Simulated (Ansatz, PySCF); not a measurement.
System: CHBrCl, charge 0, multiplicity 2. It need not be the lowest isomer of its formula. SMILES: Cl[CH]Br
Geometry: optimised at B3LYP-D3(BJ)/def2-TZVP (Ansatz, a program for electronic structure).

Property: atomisation energy (electronic, to ground-state atoms), in kcal/mol. Cores are frozen in the correlated levels unless marked. UHF or UKS for open shells. No spin-orbit coupling. The frozen core is the preceding noble-gas configuration, with the filled d and f shells of earlier blocks. No relativistic terms. The coupled-cluster limit lacks core correlation, which all-electron functionals hold. Basis-set limits of correlation are two-point, X^-3; Hartree-Fock from the larger set. The bracket is a focal-point correction in the basis named.

```tsv
level	program	atomisation energy (kcal/mol)
HF-D4/def2-TZVPD	PySCF + dftd4	(withheld)
MN15/def2-TZVPD	PySCF	255.3
RPA@PBE/def2-QZVPP	Ansatz	228.6
SCS-MP2/6-31G	Ansatz	187.2
CCSD/6-31G*	Ansatz	(withheld)
RI-MP2/CBS(def2-TZVPP,def2-QZVPP)+[CCSD(T)-MP2]/def2-TZVPP	Ansatz	254.2
```

### Question
Some entries are withheld; supply them.

### Answer

- HF-D4/def2-TZVPD, atomisation energy (kcal/mol): 177.8
- CCSD/6-31G*, atomisation energy (kcal/mol): 221.9
